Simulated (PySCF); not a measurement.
## One reaction down a group: Mg, Ca, Sr, Ba

The same gas-phase reaction for Mg, Ca, Sr, Ba:
- 2 MgBr + F2 → 2 MgF + Br2
- 2 CaBr + F2 → 2 CaF + Br2
- 2 SrBr + F2 → 2 SrF + Br2
- 2 BaBr + F2 → 2 BaF + Br2

Energies from PySCF (xtb for GFN2), thermal terms from the rigid-rotor harmonic-oscillator model, ideal gas at 1 bar. † marks an energy on the PBE0/def2-TZVP geometry and frequencies; other levels use their own. MP2 freezes the core. Open shells (unrestricted): MgBr (multiplicity 2), MgF (multiplicity 2), CaBr (multiplicity 2), CaF (multiplicity 2), SrBr (multiplicity 2), SrF (multiplicity 2), BaBr (multiplicity 2), BaF (multiplicity 2); the rest are closed-shell singlets. GFN2 has no spin-polarisation term. B3LYP is the form with VWN-RPA correlation. For Ca, Mg the outer core is correlated in a valence basis, which is rough. Ba, Sr: scalar-relativistic def2 core potential, no spin-orbit coupling. Br: all electrons, no relativistic terms. MP2 isn't extrapolated to the basis-set limit. The harmonic model lacks anharmonicity and excited electronic states, which grow with temperature; levels with a mode under 35 cm⁻¹ are left out.

ΔH°(298 K) in kJ, by level:

```json
[
 {"level": "ωB97M-V/def2-TZVP†", "Mg": "-374.1", "Ca": "-390.1", "Sr": "-365.8", "Ba": "-375.7"},
 {"level": "MP2/def2-TZVPP†", "Mg": "-400.0", "Ca": "-394.1", "Sr": "-382.9", "Ba": "-387.5"},
 {"level": "B3LYP/def2-TZVP†", "Mg": "-386.1", "Ca": "-407.6", "Sr": "-384.1", "Ba": "-388.2"},
 {"level": "PBE/def2-SVP", "Mg": "-367.0", "Ca": "-402.6", "Sr": "-370.5", "Ba": "-355.8"},
 {"level": "GFN2-xTB", "Mg": "-481.3", "Ca": "-404.3", "Sr": "-394.5", "Ba": "-425.5"},
 {"level": "LDA/def2-TZVP†", "Mg": "-378.1", "Ca": "-420.6", "Sr": "-395.4", "Ba": "-399.6"}
]
```

At ωB97M-V/def2-TZVP†, ΔH° is not monotonic: it is lowest for Ca and highest for Sr, over a range of 24.3 kJ; the steps are -16.0, +24.3, -9.9 kJ. 2 of the 6 levels shown give the same order; MP2/def2-TZVPP†, PBE/def2-SVP, GFN2-xTB, LDA/def2-TZVP† order the members differently. The levels scatter most for Mg (114.3 kJ between the highest and the lowest) and least for Sr (29.6 kJ). ΔS°(298 K) runs from -5.0 to -4.5 J/K, so TΔS° at 298 K spreads over 0.1 kJ among the members, against 24.3 kJ for ΔH°.

Free energies at ωB97M-V/def2-TZVP†:

```json
[
 {"member": "Mg", "ΔS°(298 K), J/K": "-4.5", "ΔG°(298 K), kJ": "-373", "ΔG°(1800 K), kJ": "-367", "ΔG° changes sign": "none from 298 to 2500 K"},
 {"member": "Ca", "ΔS°(298 K), J/K": "-4.8", "ΔG°(298 K), kJ": "-389", "ΔG°(1800 K), kJ": "-383", "ΔG° changes sign": "none from 298 to 2500 K"},
 {"member": "Sr", "ΔS°(298 K), J/K": "-5.0", "ΔG°(298 K), kJ": "-364", "ΔG°(1800 K), kJ": "-359", "ΔG° changes sign": "none from 298 to 2500 K"},
 {"member": "Ba", "ΔS°(298 K), J/K": "-4.9", "ΔG°(298 K), kJ": "-374", "ΔG°(1800 K), kJ": "-369", "ΔG° changes sign": "none from 298 to 2500 K"}
]
```

The NASA 1993 table, where it holds all species, gives ΔH°(298 K) = -372 kJ for Mg, -414 kJ for Ca, -380 kJ for Sr, -392 kJ for Ba; its entries are part measured, part old estimates, and weren't checked at source.
